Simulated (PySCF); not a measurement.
Distorted geometries of [Gd(NO2)]2+

[Gd(NO2)]2+ (singlet in the valence; each metal's 4f electrons, 7 of them, lie in its core potential, out of spins and levels). PySCF 2.14.0, RKS B3LYP, Gd lcecp-1-SVP with ECP53, O def2-SVP, N def2-SVP; non-relativistic Hamiltonian with scalar-relativistic core potentials where named; density fitting; no spin-orbit coupling. Relaxed geometry:

```xyz
4

Gd    0.0000    0.0000   -0.3477
O     1.0441    0.0000    1.5989
O    -1.0441    0.0000    1.5989
N     0.0000    0.0000    2.3365
```

Task: Order these distorted geometries by energy above the relaxed one, lowest first.
A.
```xyz
4

Gd   -0.0705    0.0208   -0.2804
O     1.0688    0.0524    1.6430
O    -0.9837   -0.0264    1.3568
N    -0.0146   -0.0468    2.4671
```
B.
```xyz
4

Gd    0.1264   -0.0066   -0.3477
O     0.9561    0.0654    1.5995
O    -0.8994   -0.1936    1.6460
N    -0.1832    0.1349    2.2888
```
C.
```xyz
4

Gd    0.0889   -0.0098   -0.4270
O     1.0560    0.0240    1.6884
O    -1.0630   -0.0572    1.5903
N    -0.0819    0.0430    2.3349
```

Result: C (0.18 eV), A (1.56 eV), B (2.97 eV).

Task: Which forces (eV/Å) act in the one that lies 2.97 eV up?

Result: 
```
Gd    1.21   0.04  -0.53
O     4.65   0.84  -1.32
O   -26.03  -9.88 -16.76
N    20.18   9.00  18.61
```
Forces carry noise of the integration grid, about 0.01 to 0.03 eV/Å.

An lcecp potential fixes the number of 4f electrons, so in runs with it no electron can move into or out of that shell.
